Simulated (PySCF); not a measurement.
CH4ClNOSi2, SMILES O1C=N[SiH2][Si@H]1Cl.

Geometry: PBE-D3(BJ)/def2-SVP. The structure was generated by enumeration; whether it is a known compound was not checked.

Method: PBE-D3(BJ)/def2-SVP in PySCF.

Frequencies are harmonic and unscaled.

```tsv
mode	ν (cm⁻¹)	IR (km/mol)	moving atoms (share of kinetic energy)
1	83	1.7	Cl 33 %, N 28 %, Si 16 %, O 13 %
2	124	1.1	Si 40 %, Cl 26 %, H 19 %
3	222	1.6	O 38 %, Cl 21 %, Si 13 %, N 11 %, H 11 %
4	339	11.8	Si 42 %, O 17 %, N 17 %, H 14 %
5	370	9.0	H 36 %, O 21 %, C 20 %, N 13 %, Si 9 %
6	395	25.2	Si 61 %, H 24 %, Cl 8 %
7	481	13.5	H 59 %, Si 36 %
8	551	59.2	Si 52 %, Cl 32 %, H 9 %
9	627	24.5	H 53 %, Si 23 %, O 12 %, N 10 %
10	675	13.2	H 51 %, O 21 %, Si 15 %, N 10 %
11	680	14.2	H 56 %, O 17 %, N 11 %, Si 10 %
12	694	67.5	Si 36 %, C 27 %, H 15 %, N 11 %, O 10 %
13	706	24.5	H 53 %, N 32 %, Si 8 %
14	778	116.1	H 89 %, Si 9 %
15	823	79.2	H 39 %, O 23 %, N 22 %, Si 11 %
16	896	99.0	H 95 %
17	951	4.7	H 62 %, C 34 %
18	1100	261.7	C 48 %, O 39 %
19	1324	2.7	H 89 %
20	1632	254.2	C 54 %, N 43 %
21	2175	72.3	H 97 %
22	2192	55.8	H 96 %
23	2202	97.3	H 96 %
24	3042	31.2	H 92 %, C 8 %
```
